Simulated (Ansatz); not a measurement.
C2H6AlNO, SMILES `[CH3][Al]([NH2])[CH]=O`, relaxed with RKS PBE-D4/def2-SVP in the Gaussian-basis code of Ansatz from a rough embedded geometry. The force threshold is 0.03 eV/Å; the program also tests the step.

Total charge 0; spin multiplicity 1.

Start:

```xyz
11

C     1.333    0.922    0.416
Al   -0.206   -0.176    0.023
N    -1.844    0.222    0.860
C    -0.116   -1.727   -1.199
O     0.978   -1.936   -1.803
H     1.145    1.721    1.153
H     2.184    0.279    0.851
H     1.748    1.371   -0.501
H    -2.543    0.497    0.167
H    -1.723    1.083    1.479
H    -0.956   -2.258   -1.445
```

By how much does the energy fall, and how many steps does the optimiser take? (Best estimate.)

Computed: 69.06 kJ/mol, in 9 steps, 2 of them rejected.

Which bonds change most? (Best estimate.)

The calculation gave: C4–H11 from 1.024 to 1.147 Å; Al2–N3 from 1.882 to 1.790 Å; Al2–C4 from 1.976 to 2.034 Å; N3–H10 from 1.068 to 1.024 Å.

Give the relaxed structure. (An estimate is asked.)

Ansatz gave: 
```xyz
11

C     1.456    0.923    0.453
Al   -0.192   -0.042    0.013
N    -1.792    0.461    0.637
C    -0.133   -1.668   -1.207
O     0.959   -2.027   -1.638
H     1.358    1.555    1.359
H     2.300    0.220    0.608
H     1.751    1.590   -0.386
H    -2.681    0.003    0.419
H    -1.967    1.257    1.257
H    -1.059   -2.270   -1.515
```
